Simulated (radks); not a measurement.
Problem. The mean radii <r> (bohr) of the occupied orbitals of an atom or ion are listed with their occupations. All-electron calculation, scalar-relativistic Kohn-Sham, PBE, spin-polarised, spherical densities, point nucleus. Program: a radial shooting solver on a logarithmic mesh with Libxc functionals.

orbital  occ.      <r>
1s up       1  0.02190
1s down     1  0.02190
2s up       1  0.09327
2s down     1  0.09327
2p up       3  0.08236
2p down     3  0.08236
3s up       1   0.2444
3s down     1   0.2443
3p up       3   0.2431
3p down     3   0.2428
3d up       5   0.2212
3d down     5   0.2210
4s up       1   0.5536
4s down     1   0.5535
4p up       3   0.5864
4p down     3   0.5864
4d up       5   0.6386
4d down     5   0.6393
5s up       1    1.346
5s down     1    1.366
5p up       3    1.588
5p down     3    1.624
4f up       7   0.9162
6s up       1    4.165
6s down     1    4.286
4f down     1    1.050

Name the element and its charge. Open shells, if any, are filled with parallel spins first.

Solution. Z = 64, gadolinium, charge 0: Gd in [Xe] 4f8 6s2. The 1s radius gives Z: for a bare nucleus <r> = (2 gamma + 1)/(2Z) with gamma = sqrt(1 - (Z/c)^2), 0.02163 bohr for Z = 64, and screening makes it slightly larger (0.02190 here). The occupations add up to 64, and the charge is Z minus that.
